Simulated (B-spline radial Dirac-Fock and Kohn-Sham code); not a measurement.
Pt⁶⁺: input and output of one calculation

ΔSCF core binding energies without Breit or QED terms, calculated with a radial B-spline solver. Keys: rel is the Hamiltonian (dirac, or spin-free x2c and nr, where L3 and M5 stand for the whole 2p and 3d shells), method is hf or an exchange,correlation pair (spin-unpolarised, also for the hole states), nuc the nuclear model, radius_factor scales its radius, rmax is the box in bohr, h the logarithmic mesh step, order the B-spline order, points the quadrature points per cell, c_factor scales the speed of light, and damp, ndamp, maxit and tol steer the iteration. The run stops when the commutator error falls below 10·tol·max(1, Z/10), or the numerical noise floor, and the energy has settled to about 1e-8 Ha; the virial ratio is −V/T.

Input (task.json):

```json
{"items": [{"Z": 78, "q": 6, "cfg": [[1, 0, 2], [2, 0, 2], [2, 1, 6], [3, 0, 2], [3, 1, 6], [3, 2, 10], [4, 0, 2], [4, 1, 6], [4, 2, 10], [4, 3, 14], [5, 0, 2], [5, 1, 6], [5, 2, 4]], "A": 195, "rrms": 5.427, "do": "settings", "holes": ["K", "L3", "M5"],
  "settings": [{"rel": "dirac", "method": "hf", "nuc": "fermi", "radius_factor": 1.0, "rmax": 45.0, "h": 0.3, "order": 8, "points": 4, "c_factor": 1.0, "maxit": 54, "damp": 0.5, "ndamp": 3, "tol": 1e-08}]}]}
```

Command: `python xray2_run.py task.json out`

Ground-state iterations:

```
iter   energy (Ha)        error
   1   -18422.24015088  2.24e+00
   2   -18425.62149953  2.36e-01
   3   -18426.30823813  4.64e-02
   4   -18426.32671709  1.59e-02
   5   -18426.32976556  3.49e-03
   6   -18426.32987003  9.21e-04
   7   -18426.32987552  3.91e-04
   8   -18426.32987677  2.25e-05
   9   -18426.32987677  4.17e-06
  10   -18426.32987677  1.71e-07
```

The ground state converged in 10 iterations, with total energy -18426.32988 Ha, virial ratio 1.87478 and highest orbital energy -90.07 eV. ΔSCF binding energies: K (1s) 78908.5 eV, L3 (2p3/2) 11698.4 eV, M5 (3d5/2) 2226.1 eV.

One setting is outside the advised range (too few quadrature points), but here it does no visible harm: the result matches the run with default settings.
